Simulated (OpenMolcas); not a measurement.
A calculation on Ru III.

```
Program             : OpenMolcas
Method              : CASSCF
Basis               : ANO-RCC-VQZP [8s7p5d3f2g1h]
Scalar Hamiltonian  : DKH2, point nucleus
Active space        : 6 electrons in 5 orbitals (4d)
State averaging     : 2S+1 = 5 even, 5 roots; 2S+1 = 3 even, 45 roots; 2S+1 = 1 even, 50 roots
Spin-orbit coupling : RASSI with atomic mean-field integrals over the reference wave functions, term energies averaged over their components
```

Q: Which level of the active space comes out lowest?

A: 4d⁶ ⁵D₄, with 99 % of that term; it is also the measured ground level.

Q: How high does 4d⁶ ⁵D₂ lie?

A: 1873 cm⁻¹ above the lowest level; measured 1826 cm⁻¹ above the ground level, so the calculation is off by +3 %.

Q: How high does 4d⁶ ³H₄ [74 %] lie?

A: 18218 cm⁻¹ above the lowest level.

Q: How high does 4d⁶ ³H₆ lie?

A: 17772 cm⁻¹ above the lowest level.

Q: The level at 20236 cm⁻¹ has J = 4. What is it made of, and what is its g factor?

A: 71 % 4d⁶ ³F₄(1), 20 % 4d⁶ ³H, 7 % 4d⁶ ³G; g = 1.145, against 1.251 from Landé's formula for the pure leading term.

Measured values: Moore, Atomic Energy Levels, vol. III, NSRDS-NBS 35 (1971 reprint of NBS Circular 467, 1958).

Levels of configurations with an s electron are missing; early in the row they begin among the upper levels of the d shell and mix with terms of their name. Without dynamic correlation excited terms often stand tens of per cent too high (terms of higher spin than the ground term too low), and those without a measured partner can miss by more than the paired ones. Computed and measured levels are paired by configuration, term and J; levels that our copy of the source lacks, or whose pairing is in doubt (as where it misses far off the trend of its configuration), stay unpaired and out of the deviations. Levels of configurations outside the active space are missing.

A share in square brackets marks a mixed level and gives the weight of the term that names it. A number in round brackets counts repeated terms of one configuration in the order of the reference energies.
